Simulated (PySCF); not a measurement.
Ga(F)2(vinyl) (C2H3F2Ga), SMILES C=[CH][Ga]([F])[F]. Atoms are numbered in the order given.

```xyz
8

Ga     0.0421    -0.3199     0.0000
F      0.9727    -1.8039     0.0000
F     -1.6886    -0.6084     0.0000
C      0.7572     1.4717     0.0000
C     -0.0675     2.5318     0.0000
H      1.8422     1.6229     0.0000
H      0.3142     3.5598     0.0000
H     -1.1571     2.4230     0.0000
```

Geometry: TPSSh-D3(BJ)/def2-SVP. The structure was generated by enumeration; whether it is a known compound was not checked. The values are those of a single conformer.

Computed with PBE/pcSseg-1 (PySCF).

GIAO shieldings, no solvent; atoms listed in one row are averaged. δ = σ(ref) − σ: ¹⁹F against CFCl3 (σ = 133.6 ppm); ¹³C against TMS (σ = 182.0 ppm); ¹H against TMS (σ = 31.49 ppm), references at their B3LYP-D3(BJ)/def2-TZVP geometries, non-relativistic.

Computed chemical shifts:
```tsv
nucleus	atoms	count	δ (ppm)
¹⁹F	F2	1	-159.5
¹⁹F	F3	1	-172.5
¹³C	C5	1	157.9
¹³C	C4	1	137.3
¹H	H7	1	7.26
¹H	H8	1	7.05
¹H	H6	1	6.52
```
